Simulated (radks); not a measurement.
Results of a calculation; reference values are marked as such.
Task: These are the eigenvalues of the occupied orbitals of an atom or ion with whole-number occupations (Ry). Code: a radial shooting solver on a logarithmic mesh with Libxc functionals. Model: Dirac Kohn-Sham, revPBE, spin-unpolarised, spherical densities, point nucleus.

orbital  eigenvalue
1s1/2     -325.2846
2s1/2     -36.87346
2p1/2     -30.77155
2p3/2     -30.42979
3s1/2      -5.83393
3p1/2      -4.25087
3p3/2      -4.21064
3d3/2      -1.84555
4p1/2      -1.04890

Which element is it, and in what charge state? The configuration may be excited. Open shells, if any, fill j = l - 1/2 first.

Result: Z = 21, scandium, charge +2: Sc2+ in [Ne] 3s1 3p6 3d1 4p1. The list shows which subshells hold electrons but not how many an open one holds; the 1s level, -162.64 hartree, gives Z - s = 18.0 by -(Z - s)^2/2, which with screening and relativity narrows Z to a few neighbours, and the depths of the outer levels then fix element, charge and occupations together.
